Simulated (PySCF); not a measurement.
C₅H₄F₂O, SMILES C=C=CO/C(F)=C\F.

Geometry: B3LYP-D3(BJ)/def2-SVP. The structure was generated by enumeration; whether it is a known compound was not checked. The values are those of a single conformer.

These are B3LYP-D3(BJ)/def2-SVP (PySCF 2.14.0) values and carry that method's errors.

Harmonic, unscaled wavenumbers; measured fundamentals usually lie a few per cent lower.

```json
[
 {"mode": "1", "ν (cm⁻¹)": "34", "IR (km/mol)": "0.4", "moving atoms (share of kinetic energy)": "F 52 %, C 35 %"},
 {"mode": "2", "ν (cm⁻¹)": "105", "IR (km/mol)": "2.4", "moving atoms (share of kinetic energy)": "C 42 %, H 33 %, F 20 %"},
 {"mode": "3", "ν (cm⁻¹)": "107", "IR (km/mol)": "0.3", "moving atoms (share of kinetic energy)": "C 56 %, F 25 %, H 15 %"},
 {"mode": "4", "ν (cm⁻¹)": "243", "IR (km/mol)": "6.9", "moving atoms (share of kinetic energy)": "F 43 %, O 33 %, C 15 %, H 9 %"},
 {"mode": "5", "ν (cm⁻¹)": "266", "IR (km/mol)": "0.8", "moving atoms (share of kinetic energy)": "C 62 %, O 15 %, F 13 %, H 10 %"},
 {"mode": "6", "ν (cm⁻¹)": "294", "IR (km/mol)": "7.1", "moving atoms (share of kinetic energy)": "C 61 %, H 36 %"},
 {"mode": "7", "ν (cm⁻¹)": "313", "IR (km/mol)": "4.2", "moving atoms (share of kinetic energy)": "C 47 %, F 40 %, H 12 %"},
 {"mode": "8", "ν (cm⁻¹)": "488", "IR (km/mol)": "5.3", "moving atoms (share of kinetic energy)": "F 53 %, O 21 %, C 20 %"},
 {"mode": "9", "ν (cm⁻¹)": "559", "IR (km/mol)": "8.9", "moving atoms (share of kinetic energy)": "C 82 %, H 8 %"},
 {"mode": "10", "ν (cm⁻¹)": "605", "IR (km/mol)": "1.2", "moving atoms (share of kinetic energy)": "H 37 %, F 32 %, C 31 %"},
 {"mode": "11", "ν (cm⁻¹)": "645", "IR (km/mol)": "5.9", "moving atoms (share of kinetic energy)": "C 31 %, F 26 %, H 23 %, O 21 %"},
 {"mode": "12", "ν (cm⁻¹)": "768", "IR (km/mol)": "4.9", "moving atoms (share of kinetic energy)": "C 57 %, O 37 %"},
 {"mode": "13", "ν (cm⁻¹)": "805", "IR (km/mol)": "19.6", "moving atoms (share of kinetic energy)": "H 74 %, C 24 %"},
 {"mode": "14", "ν (cm⁻¹)": "860", "IR (km/mol)": "15.4", "moving atoms (share of kinetic energy)": "C 52 %, O 20 %, H 19 %, F 9 %"},
 {"mode": "15", "ν (cm⁻¹)": "872", "IR (km/mol)": "21.3", "moving atoms (share of kinetic energy)": "H 77 %, C 19 %"},
 {"mode": "16", "ν (cm⁻¹)": "918", "IR (km/mol)": "35.3", "moving atoms (share of kinetic energy)": "H 74 %, C 26 %"},
 {"mode": "17", "ν (cm⁻¹)": "1005", "IR (km/mol)": "0.7", "moving atoms (share of kinetic energy)": "H 67 %, C 33 %"},
 {"mode": "18", "ν (cm⁻¹)": "1053", "IR (km/mol)": "109.8", "moving atoms (share of kinetic energy)": "C 53 %, O 23 %, H 20 %"},
 {"mode": "19", "ν (cm⁻¹)": "1193", "IR (km/mol)": "20.9", "moving atoms (share of kinetic energy)": "C 42 %, H 34 %, F 18 %"},
 {"mode": "20", "ν (cm⁻¹)": "1205", "IR (km/mol)": "287.3", "moving atoms (share of kinetic energy)": "C 35 %, H 33 %, F 18 %, O 13 %"},
 {"mode": "21", "ν (cm⁻¹)": "1251", "IR (km/mol)": "200.6", "moving atoms (share of kinetic energy)": "C 55 %, H 19 %, F 17 %, O 8 %"},
 {"mode": "22", "ν (cm⁻¹)": "1329", "IR (km/mol)": "126.4", "moving atoms (share of kinetic energy)": "H 68 %, C 30 %"},
 {"mode": "23", "ν (cm⁻¹)": "1391", "IR (km/mol)": "96.5", "moving atoms (share of kinetic energy)": "H 52 %, C 35 %, O 11 %"},
 {"mode": "24", "ν (cm⁻¹)": "1471", "IR (km/mol)": "34.8", "moving atoms (share of kinetic energy)": "H 56 %, C 43 %"},
 {"mode": "25", "ν (cm⁻¹)": "1828", "IR (km/mol)": "49.5", "moving atoms (share of kinetic energy)": "C 94 %"},
 {"mode": "26", "ν (cm⁻¹)": "2080", "IR (km/mol)": "19.0", "moving atoms (share of kinetic energy)": "C 98 %"},
 {"mode": "27", "ν (cm⁻¹)": "3104", "IR (km/mol)": "5.4", "moving atoms (share of kinetic energy)": "H 95 %"},
 {"mode": "28", "ν (cm⁻¹)": "3188", "IR (km/mol)": "0.7", "moving atoms (share of kinetic energy)": "H 89 %, C 11 %"},
 {"mode": "29", "ν (cm⁻¹)": "3213", "IR (km/mol)": "3.2", "moving atoms (share of kinetic energy)": "H 91 %, C 8 %"},
 {"mode": "30", "ν (cm⁻¹)": "3234", "IR (km/mol)": "6.4", "moving atoms (share of kinetic energy)": "H 91 %, C 9 %"}
]
```
